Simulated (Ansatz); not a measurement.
## Reading a saddle point

A first-order saddle point of Si2H6ClO2F3, closed shell, PBE0-D4/def2-TZVP, with one imaginary mode of 603i cm⁻¹:

| atom | x (Å) | y (Å) | z (Å) |
| --- | --- | --- | --- |
| Si1 | -0.2526 | 0.5814 | 1.1177 |
| O2 | -0.0178 | -0.1345 | -0.5122 |
| Si3 | -1.1060 | -0.1862 | -1.7956 |
| F4 | -0.0526 | 2.0558 | 0.5549 |
| F5 | -0.2315 | 0.9986 | 2.6934 |
| Cl6 | -2.1830 | -0.1493 | 1.2023 |
| H7 | 1.8584 | -0.6574 | 0.6716 |
| O8 | 1.2270 | -0.3182 | 1.4886 |
| H9 | 1.1009 | -0.5462 | -0.7158 |
| F10 | 2.1555 | -0.9136 | -0.5454 |
| H11 | -1.9489 | -1.3975 | -1.7065 |
| H12 | -0.2448 | -0.2561 | -3.0001 |
| H13 | -1.9217 | 1.0455 | -1.7980 |
| H14 | 1.6170 | -0.1222 | 2.3454 |

Program: Ansatz 0.2.0. Basis: def2-TZVPP and def2-QZVPP. Cores are frozen in the correlated methods. Extrapolation: Hartree–Fock as exp(−7.88 √X), correlation as X^−2.97.

**Question.** Which contacts change along the imaginary mode, and what lies on either side? (A judgement: the text doesn't fix the answer.)

**Answer.** Computed: The step is Si₂H₃ClOF₂ ([F][Si]([F])([Cl])[O][SiH3]) + H₂O + HF → SiHClOF₂ ([OH][Si]([F])([F])[Cl]) + SiH₄O ([OH][SiH3]) + HF (still joined by a long Si–O bond), with the molecules in contact on both sides. Shortening one way: Si1–O8, O2–H9, H7–F10; lengthening the same way: Si1–O2, H7–O8, H9–F10.
| pair | one side (Å) | saddle (Å) | other side (Å) |
| --- | --- | --- | --- |
| Si1–O8 | 3.10 | 1.77 | 1.67 |
| O2–H9 | 1.82 | 1.21 | 0.98 |
| H7–F10 | 2.11 | 1.28 | 0.96 |
| Si1–O2 | 1.61 | 1.80 | 2.02 |
| H7–O8 | 0.96 | 1.09 | 1.54 |
| H9–F10 | 0.94 | 1.13 | 1.67 |

**Question.** Which side is lower, and how far does the saddle lie above each? (Judge from chemistry; the value comes from the calculation.)

**Answer.** Computed: The side with Si1–O2, H7–O8, H9–F10 short is lower by 19.1 kJ/mol; the saddle lies 63.0 kJ/mol above it and 43.9 kJ/mol above the other (CCSD(T) at an estimated basis limit (MP2 extrapolated from triple and quadruple zeta, plus CCSD(T) − MP2 in triple zeta); electronic energies).

The T1 diagnostic stays at or below 0.012.

Labels in which every atom is bracketed show which atoms are joined, not bond orders.

For scale, one of the runs: CCSD(T)/def2-TZVPP, 365 basis functions, launched by `ansatz run in.yaml --threads 4 --pin off --events-out ev --progress --plain --max-ram 66560MiB --backend cuda --devices 0, --max-vram 37GiB`. Time: 25 s of wall clock on 4 CPU threads of an AMD EPYC 7R13 and a share of one NVIDIA H100; the host was shared. Peak host memory: 0.87 GiB.
